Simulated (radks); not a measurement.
Results of a calculation; reference values are marked as such.
Task: These are the eigenvalues of the occupied orbitals of an atom or ion with whole-number occupations (hartree). Level of theory: scalar-relativistic Kohn-Sham, LDA (Slater exchange, Perdew-Wang correlation), spin-unpolarised, spherical densities, finite nucleus; Fermi nuclear charge, rms radius of each element as measured or else 0.836 A^(1/3) + 0.57 fm (a radial shooting solver on a logarithmic mesh with Libxc functionals).

orbital  eigenvalue
1s        -1775.598
2s        -291.6267
2p        -259.9793
3s        -64.15418
3p        -54.30132
3d        -41.08779
4s        -12.71652
4p         -9.47259
4d         -4.95012
5s         -1.64591
5p         -0.87749
6s         -0.13835
4f         -0.10734

Which element is it, and in what charge state? The configuration may be excited.

Result: Z = 63, europium, charge 0: Eu in [Xe] 4f7 6s2. The list shows which subshells hold electrons but not how many an open one holds; the 1s level, -1775.6 hartree, gives Z - s = 59.6 by -(Z - s)^2/2, which with screening and relativity narrows Z to a few neighbours, and the depths of the outer levels then fix element, charge and occupations together.
